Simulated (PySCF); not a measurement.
**Partial charges of `CSC1=CC=COC[SiH2]1`**

Species: C₆H₁₀OSSi.
Z-matrix (Å and degrees, GFN2-xTB geometry), rows numbered from 1:
```
C 
S   1  1.8176
C   2  1.7797  1  100.81
C   3  1.3492  2  117.06  1   136.01
C   4  1.4357  3  128.70  2  -178.58
C   5  1.3475  4  133.63  3   -15.06
O   6  1.3395  5  133.74  4   -10.83
C   7  1.4150  6  119.88  5   -14.75
Si  3  1.8711  2  117.82  1   -52.34
H   1  1.0858  2  109.21  3   -60.54
H   1  1.0852  2  106.32  3  -179.37
H   1  1.0852  2  110.19  3    61.12
H   4  1.0846  3  117.16  2    -4.50
H   5  1.0830  4  112.82  3   160.55
H   6  1.0853  5  117.94  4   171.02
H   8  1.0896  7  104.46  6  -170.32
H   8  1.0942  7  109.53  6   -54.69
H   9  1.4658  3  113.40  2   103.89
H   9  1.4661  3  111.85  2   -23.32
```

Density: PBE0/pcSseg-1 (PySCF); schemes: Mulliken, IAO, Hirshfeld and ESP-fitted. Geometry: GFN2-xTB, one conformer, isolated molecule.

**Question.** Atoms with like bonding are taken together and averaged. At which atom do the 4 schemes differ most?

**Answer.** At C3: from -0.597 (Mulliken) to -0.128 e (Hirshfeld), 0.469 e apart.

**Question.** Which atoms carry the highest charge in the Mulliken, IAO, Hirshfeld and ESP-fitted schemes?

**Answer.** All schemes agree: Mulliken Si9 (+0.719); IAO Si9 (+0.726); Hirshfeld Si9 (+0.319); ESP-fitted Si9 (+0.463).

**Question.** For which atoms does the sign change between the 4 schemes (beyond +0.03 e in one, beyond −0.03 e in another)?

**Answer.** S2 and C4. Atomic charges aren't observables, and each scheme defines them in its own way.

**Question.** Tabulate the Mulliken, IAO, Hirshfeld and ESP-fitted charges.

**Answer.** In e; atoms taken as equivalent share a row and are averaged (×n: the atom named and its like, n in all):

```tsv
atom	environment	Mulliken	IAO	Hirshfeld	ESP-fitted
C1	S-methyl carbon	-0.390	-0.506	-0.122	-0.379
S2	sulfide sulfur	+0.033	+0.129	-0.001	-0.168
C3	fully substituted alkene carbon	-0.597	-0.414	-0.128	-0.276
C4	alkene CH carbon	+0.016	-0.139	-0.057	+0.212
C5	alkene CH carbon	-0.262	-0.269	-0.096	-0.515
C6	vinylic carbon bearing oxygen	+0.196	+0.058	+0.036	+0.158
O7	cyclic ether oxygen	-0.443	-0.299	-0.095	-0.248
C8	sp3 carbon bound to oxygen	-0.230	-0.329	-0.080	-0.221
Si9	SiH2 silicon	+0.719	+0.726	+0.319	+0.463
H10/H11/H12	methyl hydrogen	+0.153	+0.158	+0.046	+0.157
H13	vinylic hydrogen	+0.104	+0.155	+0.041	+0.079
H14	vinylic hydrogen	+0.116	+0.164	+0.047	+0.189
H15	vinylic hydrogen	+0.114	+0.162	+0.052	+0.107
H16/H17	methylene hydrogen	+0.146	+0.157	+0.045	+0.144
H18/H19	Si–H hydrogen	-0.064	-0.113	-0.073	-0.080
```

Mean size of the charges over all atoms: IAO 0.230 e, Mulliken 0.216 e, ESP-fitted 0.207 e, Hirshfeld 0.076 e. Each set sums to the total charge, 0, to within 0.001 e. The IAO scheme counts the electrons in orthogonalised intrinsic atomic orbitals, a minimal basis polarised so that it spans the occupied orbitals exactly.

Some averages cover members that differ in this geometry: H10/H11/H12, ESP-fitted +0.129 to +0.199; H18/H19, Mulliken -0.079 to -0.050; H18/H19, ESP-fitted -0.093 to -0.067 e.

**Question.** How closely do the schemes follow one another over all atoms?

**Answer.** Correlation coefficient and root-mean-square difference: IAO with Hirshfeld 0.96, 0.186 e; Mulliken with IAO 0.95, 0.087 e; Mulliken with Hirshfeld 0.93, 0.195 e; Mulliken with ESP-fitted 0.88, 0.138 e; IAO with ESP-fitted 0.85, 0.148 e; Hirshfeld with ESP-fitted 0.83, 0.167 e.

**Question.** How many electrons does the ESP-fitted scheme count on C1?

**Answer.** Z − q = 6 − (-0.379) = 6.379.

**Question.** Sum the charges by element, for elements with more than one atom.

**Answer.** 
```csv
element,atoms,Mulliken,IAO,Hirshfeld,ESP-fitted
C,6,-1.265,-1.599,-0.447,-1.021
H,10,+0.956,+1.043,+0.223,+0.974
```

These values come from a run that also computed NMR shieldings. The run took 68 s of wall time (with the writing of density and orbital grids) on an Arm Neoverse V1 with one thread, no GPU, on a shared host, and the process peaked at 1.1 GiB of memory.
